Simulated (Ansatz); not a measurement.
A search over several starts for the lowest SCF solution of Sn2Au⁻ at the given spin, in a small basis.

```yaml
crystal:
  periodic: [false, false, false]
  atoms:
    - {symbol: Au, position_ang: [0.270127, 1.543361, 0.071956]}
    - {symbol: Sn, position_ang: [0.501420, -0.823944, -1.304551]}
    - {symbol: Sn, position_ang: [-0.771548, -0.719428, 1.232595]}
basis:
  gaussian: {orbitals: def2-SVP}
total_charge: -1
hamiltonian: {xc: pbe0, dispersion: d4}
output: {orbitals: {seedname: orbitals}}
```

```sh
$ ansatz run in.yaml --threads 4 --pin off --events-out ev --progress --plain --max-ram 3916MiB
```

Shortened log:

```
Functional definition: PBE0
1010 factors; integrals over basis functions are off by at most 1.8e-4 eV
mean field evaluation 1: about -15354.4967 eV, gradient 4.2e1 eV
mean field evaluation 2: about -15338.4812 eV, gradient 7.8e1 eV
mean field evaluation 4: about -15359.3699 eV, gradient 7.3e0 eV
mean field evaluation 8: about -15359.5825 eV, gradient 2.4e-1 eV
mean field evaluation 16: about -15359.5827 eV, gradient 8.1e-5 eV
mean field -15359.58269202 eV, -564.4542528328 hartree, gradient 8.1e-5 eV, S^2 0.000000; 0 other end points of the search recorded, 0 dependent functions left out
reference -15359.58271318 eV, -564.4542536103 hartree; 32, 32 occupied and 52, 52 virtual orbitals, 1010 factors
Total energy: -15359.72709241 eV, -564.4595594490 hartree
```

It took 1.3 s on 4 threads of Arm Neoverse V2 on a shared host.

In the def2 sets Au, Sn take a core potential; there is no spin–orbit coupling. The structure comes from a short search, and lower isomers may exist.
